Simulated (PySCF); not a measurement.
PySCF input:

```python
from pyscf import gto, scf, dft

mol = gto.M(
    atom='''
    Ge    0.00000000    0.00000000    0.00000000
    O    -0.00000000   -0.00000000   -1.65214308
    O     0.00000000    0.00000000    1.65214308
    ''',
    basis='def2-tzvpd',
    charge=1,
    spin=1,
    symmetry='D2h',
    verbose=4,
)

mf = dft.UKS(mol, xc='tpss').density_fit(auxbasis='def2-universal-jkfit')
mf.grids.level = 3
mf.conv_tol = 1e-9
mf.max_cycle = 100
mf.max_memory = 1500
mf.kernel()
if not mf.converged:
    mf = mf.newton()
    mf.kernel(mf.make_rdm1())
mf.analyze()
```

What final total energy does it print?

-2227.05337 Eh (TPSS/def2-TZVPD).
